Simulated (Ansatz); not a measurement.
C3H6Sn can be A, `CC#[C][SnH3]`, or B, `C1=[CH][SnH2][CH2]1`.

Isolated molecules relaxed with PBE0-D4/def2-TZVP in Ansatz; ΔE leaves out vibrations. CBS: MP2 limit from def2 TZ/QZ plus the TZ coupled-cluster correction, frozen cores. DFT in def2-TZVPP. B3LYP here is the variant with VWN-RPA as its local correlation; programs differ in this. def2 core potentials past Kr. For Sn outer-core shells are correlated without core-valence functions, which leaves a few kJ/mol of doubt a bond.

(1) Which isomer does CCSD(T)/CBS put lower? Give the gap. (Best estimate.)

(2) Give E(B) − E(A) in kJ/mol with CCSD/def2-TZVPP, B3LYP, MP2/def2-TZVPP, B3LYP-D4, r2SCAN-D4, B2PLYP, PBE0-D4. (Estimate.)

Largest T1 diagnostic: 0.013.

Results:

(1) The calculation gave: B, by 29.9 kJ/mol.

(2) Computed: CCSD/def2-TZVPP -15.3, B3LYP -10.0, MP2/def2-TZVPP -20.8, B3LYP-D4 -15.8, r2SCAN-D4 -27.7, B2PLYP -11.7, PBE0-D4 -36.7. None reverses the order clearly.

The D4 term adds −5.8 kJ/mol with B3LYP and −2.8 kJ/mol with PBE0; it sums over pairs of atoms, weighted by their polarisabilities, and B3LYP, whose exchange is more repulsive, gets the larger term. In def2-TZVPP, CCSD(T) changes the Hartree–Fock value by −36.5 kJ/mol (the triples alone add −4.8 kJ/mol) and MP2 by −37.2 kJ/mol.
